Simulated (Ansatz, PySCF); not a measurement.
C2H4F2Si2, SMILES C#C[Si@H](F)[SiH2]F. Atoms are numbered in the order given.

```xyz
10

C      2.7930     0.7653     0.5915
C      1.8261     0.0550     0.3866
Si     0.3177    -0.9343     0.1118
F      0.3549    -1.5726    -1.3858
Si    -1.5650     0.4485     0.3174
F     -1.3599     1.7620    -0.6245
H      3.6518     1.3891     0.7693
H      0.2778    -2.0615     1.0855
H     -2.8109    -0.2500    -0.1123
H     -1.7035     0.8975     1.7342
```
Charge 0, spin multiplicity 1.

Geometry: PBE0-D3(BJ)/def2-SVP. The structure was generated by enumeration; whether it is a known compound was not checked. One conformer was computed; it need not be the lowest.

Two levels are set side by side: PBE-D3(BJ)/def2-SVP (Ansatz, a program for electronic structure) and PBE0-D3(BJ)/def2-SVP (Ansatz). Each level has its own optimised geometry; the coordinates shown are those of the second. Frequencies come from the Hessian of PySCF at each geometry. Differences are taken from unrounded values.

```tsv
quantity	PBE0-D3(BJ)
mean bond length (Å)	1.577
bond C1–C2 (Å)	1.217
bond C2–Si3 (Å)	1.825
bond Si3–F4 (Å)	1.628
bond Si3–Si5 (Å)	2.345
bond Si5–F6 (Å)	1.629
bond C1–H7 (Å)	1.076
bond Si3–H8 (Å)	1.490
bond Si5–H9 (Å)	1.492
bond Si5–H10 (Å)	1.493
highest harmonic wavenumber (cm⁻¹)	3472
mean harmonic wavenumber (cm⁻¹)	945
zero-point energy (kcal/mol)	32.42
```

Problem. What does PBE-D3(BJ) give, and how far is it from PBE0-D3(BJ)? (An estimate is asked for; the answer gives what the named calculation found.)

Solution. 
```csv
quantity,PBE-D3(BJ),PBE-D3(BJ) minus PBE0-D3(BJ)
mean bond length (Å),1.589,0.011
bond C1–C2 (Å),1.229,0.012
bond C2–Si3 (Å),1.830,0.005
bond Si3–F4 (Å),1.644,0.016
bond Si3–Si5 (Å),2.355,0.010
bond Si5–F6 (Å),1.644,0.015
bond C1–H7 (Å),1.083,0.007
bond Si3–H8 (Å),1.503,0.013
bond Si5–H9 (Å),1.504,0.012
bond Si5–H10 (Å),1.505,0.012
highest harmonic wavenumber (cm⁻¹),3388,-84
mean harmonic wavenumber (cm⁻¹),910,-35
zero-point energy (kcal/mol),31.23,-1.20
```

Exact exchange shortens and stiffens bonds; PBE has none. Differences between two approximate levels are no errors against the true value.
